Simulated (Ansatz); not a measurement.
Mulliken charges of CH₅O₃Ta (`[CH3][Ta](=[O])([OH])[OH]`) from ωB97M-V/def2-TZVPP in Ansatz (PBE0-D4/def2-TZVP geometry).

```json
{"atom": "C1", "x (Å)": "-0.310", "y (Å)": "-1.361", "z (Å)": "-0.693", "charge (e)": "-0.550"}
{"atom": "Ta2", "x (Å)": "0.242", "y (Å)": "0.453", "z (Å)": "0.347", "charge (e)": "1.003"}
{"atom": "O3", "x (Å)": "1.547", "y (Å)": "-0.011", "z (Å)": "1.368", "charge (e)": "-0.413"}
{"atom": "O4", "x (Å)": "-1.262", "y (Å)": "1.019", "z (Å)": "1.370", "charge (e)": "-0.405"}
{"atom": "O5", "x (Å)": "0.809", "y (Å)": "1.722", "z (Å)": "-0.956", "charge (e)": "-0.405"}
{"atom": "H6", "x (Å)": "-0.606", "y (Å)": "-2.138", "z (Å)": "0.018", "charge (e)": "0.130"}
{"atom": "H7", "x (Å)": "0.536", "y (Å)": "-1.748", "z (Å)": "-1.269", "charge (e)": "0.130"}
{"atom": "H8", "x (Å)": "-1.144", "y (Å)": "-1.185", "z (Å)": "-1.380", "charge (e)": "0.123"}
{"atom": "H9", "x (Å)": "-1.393", "y (Å)": "1.079", "z (Å)": "2.316", "charge (e)": "0.192"}
{"atom": "H10", "x (Å)": "1.665", "y (Å)": "2.118", "z (Å)": "-1.118", "charge (e)": "0.192"}
```

Question: By hand: the dipole of these point charges (1 e Å = 4.8032 D).

Answer: Σ q r = (-0.140, 0.060, -0.106) e Å, of length 0.186 e Å = 0.89 D.

Question: How does the dipole of the full density compare? (Estimate.)

Answer: Computed: (-0.192, 0.239, -0.098) e Å, 1.55 D; the point charges give 0.57 times that, at 30° from its direction.

Point charges leave out the atoms' own dipoles, such as those of lone pairs, and Mulliken's split depends on the basis, so the two needn't agree.
